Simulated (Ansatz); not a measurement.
`C[O][GaH2]` at its PBE0-D4/def2-TZVP geometry, where that method's forces vanish. The species carries charge 0 and has multiplicity 1.

```json
{"atom": "C1", "x (Å)": "1.2075", "y (Å)": "-0.2129", "z (Å)": "0.0433"}
{"atom": "O2", "x (Å)": "0.0117", "y (Å)": "-0.1470", "z (Å)": "0.7721"}
{"atom": "Ga3", "x (Å)": "-1.5675", "y (Å)": "0.2562", "z (Å)": "0.0514"}
{"atom": "H4", "x (Å)": "1.9333", "y (Å)": "0.5013", "z (Å)": "0.4485"}
{"atom": "H5", "x (Å)": "1.0757", "y (Å)": "0.0101", "z (Å)": "-1.0248"}
{"atom": "H6", "x (Å)": "1.6420", "y (Å)": "-1.2156", "z (Å)": "0.1260"}
{"atom": "H7", "x (Å)": "-1.5607", "y (Å)": "0.5442", "z (Å)": "-1.4866"}
{"atom": "H8", "x (Å)": "-2.7420", "y (Å)": "0.2636", "z (Å)": "1.0701"}
```

For each bond, give half the difference of the two atoms' forces along it (eV/Å; positive pushes the atoms apart) under PBE-D4, r2SCAN-D4, B3LYP-D4, ωB97M-V in def2-TZVPP. (Estimate.)

Ansatz gave: 
```
  bond  length (Å)  PBE-D4  r2SCAN-D4  B3LYP-D4  ωB97M-V
 C1–O2       1.402    0.29       0.33      0.28     0.29
 C1–H4       1.096    0.08      -0.06     -0.11    -0.12
 C1–H5       1.099    0.05      -0.08     -0.08    -0.10
 C1–H6       1.096    0.08      -0.06     -0.11    -0.12
O2–Ga3       1.782    0.31      -0.01      0.16     0.03
Ga3–H7       1.565   -0.04      -0.09     -0.06    -0.10
Ga3–H8       1.555   -0.05      -0.10     -0.09    -0.12
```

B3LYP here is the variant with VWN-RPA as its local correlation; programs differ in this.
